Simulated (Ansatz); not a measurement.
Relaxation of Cl2GeH2 (5 atoms, charge 0, multiplicity 1), to a largest force component of 0.03 eV/Å in at most 50 steps.

Method: RHF/def2-SVP (Ansatz 0.2.0).

```xyz
5
Properties=species:S:1:pos:R:3:forces:R:3
Ge 0.146 0.000 0.103 1.43 0.00 1.01
H 0.534 0.000 1.567 -1.73 0.00 1.01
H 1.656 0.000 -0.018 0.37 0.00 -1.97
Cl -0.846 1.753 -0.598 -0.04 -0.01 -0.03
Cl -0.846 -1.753 -0.598 -0.04 0.01 -0.03
```

Question: Where does it end, and by what steps?

Answer: The run converged. After 4 steps the energy has fallen by 0.827 eV; H3 moved furthest, 0.37 Å.

```tsv
step	energy less start (eV)	largest force component (eV/Å)	accepted
0	0.0000	1.968	yes
1	-0.6423	0.923	yes
2	-0.8126	0.582	yes
3	-0.8270	0.115	yes
4	-0.8273	0.004	yes
```

```xyz
5
Properties=species:S:1:pos:R:3
Ge 0.274 0.000 0.194
H 0.198 0.000 1.710
H 1.678 0.000 -0.383
Cl -0.753 1.748 -0.532
Cl -0.753 -1.748 -0.532
```

Whether the end is a true minimum wasn't checked by a vibrational analysis.

The run took 3.4 s on 1 thread of AMD EPYC 9B45 (Zen 5), with other jobs on the host, peak memory 0.17 GiB.
